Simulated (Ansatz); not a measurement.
A made-up structure of AlBH₃SO (charge -1), closed shell:

```xyz
7
angstrom
B -0.6821 1.3486 -0.1455
Al 0.1411 -0.5964 -0.0867
O -0.6811 -2.0191 -1.3868
S 1.4442 -0.8562 1.0458
H -1.6625 1.6803 0.4804
H -0.3322 2.2004 -0.9299
H 1.9094 -2.1337 1.0130
```

It is relaxed with PBE-D4/def2-SVPD and then PBE0-D4/def2-TZVPD (Ansatz 0.2.0). Atoms count as bonded within 1.22 times the sum of their covalent radii (H–H: 0.88 Å). The end point is not checked to be a true minimum.

Question: Does its bonding change? (Judge from chemistry; the calculation decides.)

Answer: By the calculation: No: no bond forms or breaks.

Where it ends: The first stage lowers the energy by 4.40 eV in 8 steps. It ends as AlBH₃SO ([BH2][Al]([O])[SH]), total charge -1:
```
atom    x (Å)    y (Å)    z (Å)
  B1  -0.7559   1.3349  -0.2203
 Al2  -0.0069  -0.6610  -0.2504
  O3  -0.5828  -1.8399  -1.2281
  S4   1.6907  -0.9117   1.2578
  H5  -1.6942   1.6940   0.4540
  H6  -0.3658   2.2137  -0.9549
  H7   1.8518  -2.2060   0.9323
```

Labels in which every atom is bracketed show which atoms are joined, not bond orders.

For scale, one of the runs: PBE0-D4/def2-TZVPD relaxation, 193 basis functions, launched by `ansatz run in.yaml --threads 2 --pin off --events-out ev --progress --plain --max-ram 4352MiB`. The run took about 46 s on 2 CPU threads of an Arm Neoverse V2 (shared host).
